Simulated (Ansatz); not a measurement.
## How methods differ on AlH2Br (SMILES [AlH2][Br])

The species is AlH2Br (4 atoms), meant as a singlet with charge 0. SMILES: `[AlH2][Br]`. The coordinates come from a PBE0-D4/def2-TZVP relaxation.

Quantity: the vertical ionisation energy (to the doublet cation), in eV. The values are calculated.

```
         level                    kind  program  value (eV)  less FCI/STO-3G
     HF/STO-3G            Hartree–Fock   Ansatz        7.03            +0.05
  SVWN5/STO-3G                     LDA   Ansatz        7.51            +0.53
    PBE/STO-3G                     GGA   Ansatz        7.53            +0.55
 r2SCAN/STO-3G                meta-GGA   Ansatz        7.77            +0.79
  B3LYP/STO-3G           global hybrid   Ansatz        7.80            +0.82
wB97M-V/STO-3G  range-separated hybrid   Ansatz        7.96            +0.98
RPA@PBE/STO-3G                     RPA   Ansatz        6.65            -0.33
CCSD(T)/STO-3G   coupled cluster or CI   Ansatz        6.99            +0.01
   CCSD/STO-3G   coupled cluster or CI   Ansatz        6.99            +0.01
    FCI/STO-3G      exact in the basis   Ansatz        6.98             0.00
```

FCI/STO-3G is exact within its basis and frozen core, so for wave-function methods in that basis the difference is their error; functionals converge differently with the basis, so for them it is only a difference. All-electron rows without a relativistic Hamiltonian named are non-relativistic. Spin-orbit coupling, which can split open shells on such heavy atoms by tenths of an eV, is left out. The values span 6.65 to 7.96 eV. All rows use very small basis sets, so even the best lies far from the true value. In the correlated wave-function rows the outer d shell of Br is correlated, in sets not made for it.
